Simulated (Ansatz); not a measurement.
Relaxation of CH7AlOS (11 atoms, charge 0, multiplicity 1), to a largest force component of 0.03 eV/Å in at most 50 steps.

Level of theory: RKS PBE0-D4/def2-SVP in Ansatz.

```xyz
11
Properties=species:S:1:pos:R:3:forces:R:3
Al -1.227 -1.797 1.025 0.61 0.36 -0.12
S 0.942 -1.803 1.617 -0.42 -0.12 -0.15
H -1.606 -2.827 -0.111 -0.02 -0.01 0.00
H -2.226 -0.876 1.838 0.01 -0.05 0.02
H 0.974 0.109 -0.230 -0.10 0.09 0.00
O 0.175 0.532 -0.578 -0.09 -0.34 0.17
C 0.497 1.645 -1.362 0.00 -0.07 0.04
H 0.778 -0.868 2.573 0.00 0.09 0.09
H 0.932 2.473 -0.771 0.03 0.01 -0.01
H -0.432 2.014 -1.816 -0.04 0.03 -0.02
H 1.193 1.400 -2.186 0.02 0.01 -0.01
```

Q: Where does it end, and by what steps?

A: It converged. The force dipped under the threshold on the way, but the program's further checks kept it going. After 22 steps the energy has fallen by 0.831 eV; H4 moved furthest, 1.28 Å. Joined: Al1–O6 (3.16 → 1.99 Å).

```json
{"step": "0", "energy less start (eV)": "0.0000", "largest force component (eV/Å)": "0.611", "accepted": "yes"}
{"step": "1", "energy less start (eV)": "-0.1233", "largest force component (eV/Å)": "0.270", "accepted": "yes"}
{"step": "2", "energy less start (eV)": "-0.2595", "largest force component (eV/Å)": "0.337", "accepted": "yes"}
{"step": "3", "energy less start (eV)": "-0.4575", "largest force component (eV/Å)": "0.411", "accepted": "yes"}
{"step": "4", "energy less start (eV)": "-0.6329", "largest force component (eV/Å)": "0.407", "accepted": "yes"}
{"step": "5", "energy less start (eV)": "-0.7005", "largest force component (eV/Å)": "0.652", "accepted": "yes"}
{"step": "6", "energy less start (eV)": "-0.7588", "largest force component (eV/Å)": "0.402", "accepted": "yes"}
{"step": "7", "energy less start (eV)": "-0.7929", "largest force component (eV/Å)": "0.674", "accepted": "yes"}
{"step": "8", "energy less start (eV)": "-0.8085", "largest force component (eV/Å)": "0.135", "accepted": "yes"}
{"step": "9", "energy less start (eV)": "-0.8114", "largest force component (eV/Å)": "0.094", "accepted": "yes"}
{"step": "10", "energy less start (eV)": "-0.8130", "largest force component (eV/Å)": "0.077", "accepted": "yes"}
{"step": "11", "energy less start (eV)": "-0.8151", "largest force component (eV/Å)": "0.066", "accepted": "yes"}
{"step": "12", "energy less start (eV)": "-0.8166", "largest force component (eV/Å)": "0.080", "accepted": "yes"}
{"step": "13", "energy less start (eV)": "-0.8233", "largest force component (eV/Å)": "0.073", "accepted": "yes"}
{"step": "14", "energy less start (eV)": "-0.8146", "largest force component (eV/Å)": "0.452", "accepted": "no"}
{"step": "15", "energy less start (eV)": "-0.8225", "largest force component (eV/Å)": "0.095", "accepted": "no"}
{"step": "16", "energy less start (eV)": "-0.8247", "largest force component (eV/Å)": "0.027", "accepted": "yes"}
{"step": "17", "energy less start (eV)": "-0.8271", "largest force component (eV/Å)": "0.111", "accepted": "yes"}
{"step": "18", "energy less start (eV)": "-0.8287", "largest force component (eV/Å)": "0.122", "accepted": "yes"}
{"step": "19", "energy less start (eV)": "-0.8301", "largest force component (eV/Å)": "0.103", "accepted": "yes"}
{"step": "20", "energy less start (eV)": "-0.8310", "largest force component (eV/Å)": "0.066", "accepted": "yes"}
{"step": "21", "energy less start (eV)": "-0.8312", "largest force component (eV/Å)": "0.040", "accepted": "yes"}
{"step": "22", "energy less start (eV)": "-0.8314", "largest force component (eV/Å)": "0.022", "accepted": "yes"}
```

```xyz
11
Properties=species:S:1:pos:R:3
Al -0.837 -1.089 0.531
S 0.929 -1.818 1.738
H -1.499 -2.174 -0.420
H -1.680 0.090 1.205
H 1.235 -0.198 -0.194
O 0.387 -0.061 -0.658
C 0.207 1.273 -1.122
H 0.819 -0.852 2.678
H 0.187 1.987 -0.284
H -0.756 1.307 -1.646
H 1.009 1.533 -1.827
```

Whether the end is a true minimum wasn't checked by a vibrational analysis.

Run time: 34 s on 2 threads of Intel(R) Xeon(R) 6975P-C (Granite Rapids), with other jobs on the host, peak memory 0.22 GiB.
